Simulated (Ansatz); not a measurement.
Start from `CBS` and change one atom or group to get `CB(S)CF`.

Ansatz, PBE0-D4/def2-TZVP geometries, multiplicity 1. Each molecule was computed in one conformer, which needn't be the lowest.

```
                               property  `CBS`
  HOMO–LUMO gap (B3LYP/def2-TZVPP) / eV   6.90
   HOMO–LUMO gap (PBE0/def2-TZVPP) / eV   7.34
HOMO–LUMO gap (ωB97M-V/def2-TZVPP) / eV  11.52
     LUMO energy (PBE0/def2-TZVPP) / eV  -0.76
     HOMO energy (PBE0/def2-TZVPP) / eV  -8.10
    LUMO energy (B3LYP/def2-TZVPP) / eV  -0.95
```

Q: Give the same properties after the change, and the shifts. (Best estimate.)

A: Computed: 
```tsv
property	`CB(S)CF`	shift
HOMO–LUMO gap (B3LYP/def2-TZVPP) / eV	6.98	0.08
HOMO–LUMO gap (PBE0/def2-TZVPP) / eV	7.41	0.07
HOMO–LUMO gap (ωB97M-V/def2-TZVPP) / eV	11.65	0.13
LUMO energy (PBE0/def2-TZVPP) / eV	-0.68	0.08
HOMO energy (PBE0/def2-TZVPP) / eV	-8.10	0.00
LUMO energy (B3LYP/def2-TZVPP) / eV	-0.88	0.07
```

B3LYP here is the variant with VWN-RPA as its local correlation; programs differ in this.
